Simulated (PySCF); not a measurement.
C3H5ClO2S.
Geometry (GFN2-xTB, Å), atoms numbered from 1 in this order:
```
atom  x, y, z in Å
C1     2.0100   -0.2314   -0.2647
C2     0.5269   -0.2893   -0.2818
C3    -0.2865    0.5528    0.3223
S4    -2.0224    0.2554    0.1709
O5    -2.7586    1.4766    0.1838
O6    -2.2861   -0.7130   -0.8437
Cl7   -2.3883   -0.6631    1.9643
H8     2.3855   -0.1519   -1.2838
H9     2.3693    0.6103    0.3203
H10    2.4041   -1.1558    0.1549
H11    0.0750   -1.0950   -0.8463
H12   -0.0278    1.4036    0.9221
```

Computed at PBE0/pcSseg-1 (PySCF, non-relativistic), with Q(33S) = −0.0678 b, Q(17O) = −0.0256 b, Q(35Cl) = −0.0817 b: S4, 33S (I = 3/2): χzz = -14.49 MHz, η = 0.132; O5, 17O (I = 5/2): χzz = -7.841 MHz, η = 0.260; O6, 17O (I = 5/2): χzz = -7.809 MHz, η = 0.182; Cl7, 35Cl (I = 3/2): χzz = -68.28 MHz, η = 0.058.

(1) Where would the pure quadrupole (NQR) lines of 33S at S4 fall for the rigid, isolated species?

(2) Find the zero-field quadrupole resonance frequencies of 17O at O5.

(3) Find the zero-field quadrupole resonance frequencies of 17O at O6.

(4) Where would the pure quadrupole (NQR) lines of 35Cl at Cl7 fall for the rigid, isolated species?

(5) Apply the simplest Townes–Dailey estimate (no s hybridisation, no π bonding), ionic character = 1 − χzz/χ0, where χ0 is the coupling for one missing p electron along the bond: −109.74 MHz for 35Cl.

Answers

(1) From ν = (|χ|/2)√(1 + η²/3): ν = 7.266 MHz (sulfonyl sulfur).

(2) From the eigenvalues of H = χ/[4I(2I − 1)] × [3Iz² − I(I + 1) + η(Ix² − Iy²)], steps between neighbouring levels, labelled as for η = 0: ±1/2↔±3/2 1.260 MHz, ±3/2↔±5/2 2.322 MHz (sulfonyl oxygen).

(3) From the eigenvalues of H = χ/[4I(2I − 1)] × [3Iz² − I(I + 1) + η(Ix² − Iy²)], steps between neighbouring levels, labelled as for η = 0: ±1/2↔±3/2 1.213 MHz, ±3/2↔±5/2 2.327 MHz (sulfonyl oxygen).

(4) From ν = (|χ|/2)√(1 + η²/3): ν = 34.16 MHz (chlorine bonded to S). For 37Cl the ratio of quadrupole moments, 0.7881, gives 26.92 MHz.

(5) Cl7 on S4: 1 − (-68.28)/(-109.74) = 0.38. In this model a purely covalent bond gives χ0 and a free halide ion gives zero; s hybridisation or π bonding, where present, is counted here as ionic character.

In a crystal, neighbours and librations shift these lines. GFN2-xTB bond lengths can be off by several hundredths of an ångström, more for odd bonds, and the gradients follow them. With so small a basis the couplings can be 20 % off.

One conformer stands for the species.
